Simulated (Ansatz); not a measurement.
Ansatz results at the PBE0-D4/def2-TZVP geometry: HOMO energy (ωB97M-V/def2-TZVPP) -9.62 eV; LUMO energy (ωB97M-V/def2-TZVPP) 1.53 eV; HOMO energy (PBE/def2-TZVPP) -5.94 eV.

Each molecule was computed in one conformer, which needn't be the lowest.

Problem. Which molecule gave them?
A. `C[O][SnH]([CH3])[SH]`
B. `CC[O][Sn]([CH3])([Cl])[Cl]`
C. `C[O][SnH2][S]C`
D. `[CH3][Sn]([CH3])([Cl])[Cl]`

Solution. A. The others give `CC[O][Sn]([CH3])([Cl])[Cl]`: -10.50, 0.52, -6.56; `C[O][SnH2][S]C`: -9.12, 1.24, -5.71; `[CH3][Sn]([CH3])([Cl])[Cl]`: -10.48, 1.14, -7.04.
